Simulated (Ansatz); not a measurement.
Computed with Ansatz on PBE0-D4/def2-TZVP structures; ΔE is electronic, products minus reactants. CBS: MP2 limit from def2 TZ/QZ plus the TZ coupled-cluster correction, frozen cores. This one scheme is used for every species. DFT in def2-TZVPP. B3LYP here is the variant with VWN-RPA as its local correlation; programs differ in this. For Ge outer-core shells are correlated without core-valence functions, which leaves a few kJ/mol of doubt a bond. Scalar relativity is left out up to krypton. One conformer a species, not always the lowest.

Reaction (ligand exchange at a Ge–C bond): `O[SiH2][CH2][GeH2][OH]` + `N[SiH](O)F` → `[OH][GeH2][NH][SiH](O)F` + `C[SiH2]O`

```
             level  ΔE (kJ/mol)  difference from CCSD(T)/CBS
            PBE-D4        -16.8                          1.5
         r2SCAN-D4        -20.2                         -1.9
           PBE0-D4        -17.0                          1.3
          B3LYP-D4        -21.3                         -3.0
           ωB97X-V        -21.3                         -3.0
           ωB97M-V        -19.6                         -1.3
            B2PLYP        -22.4                         -4.1
               PBE        -17.2                          1.1
            r2SCAN        -20.3                         -2.0
              PBE0        -17.3                          1.0
             B3LYP        -22.0                         -3.7
     HF/def2-TZVPP        -28.7                        -10.4
    MP2/def2-TZVPP        -20.0                         -1.7
SCS-MP2/def2-TZVPP        -22.8                         -4.5
   CCSD/def2-TZVPP        -21.3                         -3.0
CCSD(T)/def2-TZVPP        -20.9                         -2.6
     HF/def2-QZVPP        -29.5                        -11.2
    MP2/def2-QZVPP        -18.8                         -0.5
SCS-MP2/def2-QZVPP        -21.8                         -3.5
      HF/CBS(def2)        -29.6                        -11.3
     MP2/CBS(def2)        -17.4                          0.9
    CCSD/CBS(def2)        -18.7                         -0.4
       CCSD(T)/CBS        -18.3                            0
```

Largest T1 diagnostic among the species: 0.012.

In def2-TZVPP, CCSD(T) changes the Hartree–Fock value by +7.8 kJ/mol (the triples alone add +0.3 kJ/mol) and MP2 by +8.7 kJ/mol.
